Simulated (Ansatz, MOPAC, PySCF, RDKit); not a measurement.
Complex: N2 (SMILES N#N) (first 2 atoms) with CH2O (SMILES C=O); geometry from B3LYP-D3(BJ)/def2-TZVP.
(charge 0, multiplicity 1):
```xyz
6

N     -0.34313     0.10551    -0.85593
N      0.26456    -0.08135     0.03025
C      0.56148    -0.24333     3.19898
O     -0.48424     0.02543     3.72044
H      0.83024    -1.28007     2.91903
H      1.31858     0.52981     2.96558
```

Monomers are frozen at their geometry in the pair; levels with a basis set take the counterpoise correction.

Cores are frozen in the correlated methods. The state that AM1 reach isn't checked.

Codes used: Ansatz (a first-principles code); MOPAC for AM1 (differences of heats of formation); PySCF for the dispersion terms; RDKit for the force fields. Values without a source in brackets are computed.

| level | interaction energy (meV) |
|---|---|
| MMFF94 | 5.9 |
| AM1 | -11.2 |
| BLYP/def2-TZVPPD | 9.6 |
| BLYP-D3(BJ)/def2-TZVPPD | -30.9 |
| B3LYP-D3(BJ)/def2-TZVPPD | -34.9 |
| PBE0-D4/def2-TZVPPD | -33.9 |
| BHLYP-D3(BJ)/def2-TZVPPD | -37.5 |
| B2PLYP-D3(BJ)/def2-TZVPPD | -32.4 |
| CCSD/aug-cc-pVTZ | … |

Question: Some entries are withheld; supply them.

Answer: 
- CCSD/aug-cc-pVTZ, interaction energy (meV): -25.4
